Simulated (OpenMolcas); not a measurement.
Ta3+ with 6 ligands (fluoride) in trigonal antiprismatic coordination (D3d) at 2.03 Å, a polar angle of 59.7° against the regular 54.74°. A charge of +0.5 e stands 2.6 Å behind each ligand. Ligand basis ANO-RCC-VDZP.
```
Ta    0.0000    0.0000    0.0000
F     0.0000    1.7520    1.0254
F    -1.5173   -0.8760    1.0254
F     1.5173   -0.8760    1.0254
F     0.0000   -1.7520   -1.0254
F     1.5173    0.8760   -1.0254
F    -1.5173    0.8760   -1.0254
```

| Item | Value |
| --- | --- |
| Program | OpenMolcas 26.06 |
| Method | CASSCF |
| Basis | ANO-RCC-VDZP [7s6p4d2f1g] |
| Scalar Hamiltonian | DKH2, point nucleus |
| Active space | 2 electrons in 5 orbitals (5d) |
| State averaging | 2S+1 = 3 even, 10 roots; 2S+1 = 1 even, 15 roots |
| Spin-orbit coupling | state interaction with AMFI integrals over the reference wave functions |

**Question.** What is the spin-free ground state (labels of D3, the rotations of D3d)?

**Answer.** 3E, 2-fold in its orbital part; it has the highest spin that d2 allows.

**Question.** Where is the first state of the same spin?

**Answer.** 3A2 at 2220 cm-1 above the ground state.

**Question.** What are the lowest two levels with spin-orbit coupling?

**Answer.** A 2-fold level E with g = 0.00, 0.00, 1.96, then a 2-fold level E 271.8 cm-1 above it. Their leading multiplicities are 3 (98 %) and 3 (96 %).

**Question.** What is χT at 300 K, and how does it compare with the textbook value?

**Answer.** The lowest level has 2S+1 = 3, for which the spin-only value is χT = S(S+1) / 2 = 1.000 cm3 K/mol (g = 2). The computed 0.271 at 300 K differs by -0.729, through orbital momentum, spin-orbit coupling and any other state in reach.

An orbital doublet at a regular site is open to a Jahn-Teller distortion, which this geometry leaves out. Without dynamic correlation the repulsion within the d shell is too large (B by tens of per cent), so at a given field states of lower spin stand too high. The least metal-like active orbital is 79 % on the metal (Löwdin) and no ligand orbital is active, so the numbers are rough. With metal d orbitals alone the field can be off either way by tens of per cent. Ligand-to-metal charge-transfer states are missing. With no ligand orbital active B as a rule stays too high, so bands that hang on it stand too high and its fall with covalency is understated. No measured value stands beside these numbers; the geometry was imposed, not optimised, and the real ion may take another.

With an even number of electrons the g values are those of a degenerate or nearly degenerate non-Kramers pair.
